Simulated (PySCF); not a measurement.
Cyclo-(Me2SiS)4, C8H24S4Si4.
Bonds: Si1–C2, Si1–C3, Si1–S4, Si1–S16, S4–Si5, Si5–C6, Si5–C7, Si5–S8, S8–Si9, Si9–C10, Si9–C11, Si9–S12, S12–Si13, Si13–C14, Si13–C15, Si13–S16. Hydrogens: H17, H18, H19 on C2; H20, H21, H22 on C3; H23, H24, H25 on C6; H26, H27, H28 on C7; H29, H30, H31 on C10; H32, H33, H34 on C11; H35, H36, H37 on C14; H38, H39, H40 on C15.

NICS = −σ at a ghost point: NICS(0) at the centroid of the ring atoms, NICS(1) 1 Å to either side along the normal of their mean plane, zz for the tensor component along that normal. Level: GIAO PBE0/pcSseg-1 (PySCF, non-relativistic, gas phase) on the PBE0-D3(BJ)/def2-SVP geometry, one conformer.

Ring bond lengths (Å), with Mayer bond orders in brackets: Si1–S4 2.167 (0.94), S4–Si5 2.149 (1.00), Si5–S8 2.166 (0.94), S8–Si9 2.149 (1.00), Si9–S12 2.166 (0.94), S12–Si13 2.150 (1.00), Si13–S16 2.166 (0.94), S16–Si1 2.149 (1.00).

Question: Give the NICS values of each ring in ppm.

Answer: 
```csv
ring,type,NICS(0),"NICS(1), two faces","NICS(1)zz, two faces",rms pucker (Å),"centre to ring atoms, mean (Å)"
Si1–S4–Si5–S8–Si9–S12–Si13–S16,8-membered ring with 4 S and 4 Si,-2.8,-3.4 / -3.4,7.6 / 7.6,0.94,2.31
```

Question: What can be read from them?

Answer: 
- Si1–S4–Si5–S8–Si9–S12–Si13–S16: mean NICS(1)zz 7.6 ppm, deshielded. Si1, Si5, Si9, Si13 have four or more neighbours, so the value isn't read as a sign of a π ring current.

Question: At the second NICS(1) probe listed for ring Si1–S4–Si5–S8–Si9–S12–Si13–S16, 1 Å off the ring, how large is the induced field along the normal in 11.7 T applied along it?

Answer: NICSzz × B0 = 7.6 ppm × 11.7 T = 89 μT, along the applied field.

Question: List the ring angles and the Hirshfeld charges of the ring atoms.

Answer: 
- Si1–S4–Si5–S8–Si9–S12–Si13–S16: Si1 113.2° (+0.345 e), S4 105.9° (-0.163 e), Si5 113.3° (+0.345 e), S8 106.0° (-0.163 e), Si9 113.4° (+0.345 e), S12 105.8° (-0.162 e), Si13 113.2° (+0.345 e), S16 105.9° (-0.162 e); sum 876.7° against 1080° for a flat convex ring.
